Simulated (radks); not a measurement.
Coulomb parameter of the 4f shell of the europium ion Eu+ in the model configuration [Xe] 4f6 6s1 6p1, as a second difference U = [E(n + 0.5) + E(n - 0.5) - 2 E(n)] / (0.5)^2 with all orbitals relaxed. "Bare": the charge of the atom changes with n. "Screened": the 6p shell takes up the change at fixed total charge, which measures U(4f,4f) + U(6p,6p) - 2 U(4f,6p). Calculated with a radial shooting solver on a logarithmic mesh with Libxc functionals: scalar-relativistic Kohn-Sham, PBE, spin-unpolarised, spherical densities, finite nucleus; Fermi nuclear charge, rms radius 5.1115 fm.

start: configuration [Xe] 4f6 6s1 6p1; E - E(n) (eV) 0.000
bare +0.5: configuration [Xe] 4f6.5 6s1 6p1; E - E(n) (eV) -7.179
bare -0.5: configuration [Xe] 4f5.5 6s1 6p1; E - E(n) (eV) 11.181
screened +0.5: configuration [Xe] 4f6.5 6s1 6p0.5; E - E(n) (eV) -4.609
screened -0.5: configuration [Xe] 4f5.5 6s1 6p1.5; E - E(n) (eV) 6.764

U(bare) = 16.008 eV, U(screened by 6p) = 8.620 eV, against the Slater integral F0(4f,4f) = 28.714 eV with frozen orbitals.
